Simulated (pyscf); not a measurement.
## `[OH][Si]([SiH3])([SiH3])[Cl]`, singlet

Gas-phase minimum from PySCF at ωB97X-D3(BJ)/def2-SVP, one conformer. 

```
Si
O 1 1.6667
H 2 0.9639 1 117.16
Cl 1 2.0896 2 110.33 3 65.55
Si 1 2.3231 2 107.33 3 -178.82
H 5 1.4902 1 109.73 2 -59.04
H 5 1.4921 6 109.63 1 118.57
H 5 1.4922 6 109.89 7 119.79
Si 1 2.3322 2 112.09 3 -49.87
H 9 1.4913 1 109.41 2 175.70
H 9 1.4933 10 109.22 1 -121.52
H 9 1.4937 10 109.36 11 -119.05
```

Properties at ωB97X-D3(BJ)/def2-SVP:

| Item | Result |
|---|---|
| Harmonic wavenumbers, unscaled | 83, 100, 104, 105, 129, 185, 217, 316, 374, 448, 509, 513, 546, 569, 590, 816, 878, 892, 922, 945, 948, 951, 955, 2241, 2248, 2250, 2256, 2260, 2267, 3914 cm⁻¹ |
| Zero-point energy | 42.2 kcal/mol |
| Rotational symmetry number | 1 |
| Entropy of this conformer at 298 K and 1 atm, rigid rotor and harmonic oscillator, modes under 100 cm⁻¹ raised to 100 | 409.5 J/(mol K) |
| Dipole moment | 1.50 D |

Single-point totals, which compare only within one level:

```tsv
level	total energy (hartree)
ωB97X-D3(BJ)/def2-TZVP	-1408.38914
PBE/def2-TZVP	-1407.54880
r²SCAN/def2-TZVP	-1408.13022
B3LYP-D3(BJ)/def2-TZVP	-1408.38359
PBE0-D3(BJ)/def2-TZVP	-1407.68867
M06-2X/def2-TZVP	-1408.16010
ωB97M-D3(BJ)/def2-TZVP	-1408.46676
```

Soft torsions are taken as harmonic, which can shift the entropy by several J/(mol K).
